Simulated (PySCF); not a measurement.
**How methods differ on the excitation energy of W**

W [Xe] 4f14 5d4 6s2 (5D) → W [Xe] 4f14 5d4 6s1 6p1 (high-spin determinant), as a difference of total energies. All numbers are calculated (PySCF 2.14, scalar relativity through the core potential, in aug-cc-pVDZ-PP with ECP60MDF (5s5p4d2f, 54 functions)). Correlated levels: valence: 5s2 5p6 frozen. The calculations carry no spin-orbit coupling.

```
           method  excitation energy (eV)
              UHF                   1.067
    MP2 (valence)                   2.132
SCS-MP2 (valence)                   2.482
   CCSD (valence)                   2.282
CCSD(T) (valence)                   2.381
```

Problem. How much does correlation contribute at CCSD(T) (valence)?

Solution. 2.381 − (1.067) = 1.314 eV, measured against UHF.

The determinant of the upper state mixes LS terms, which raises its energy above the lowest term, most at the Hartree-Fock and MP2 levels.
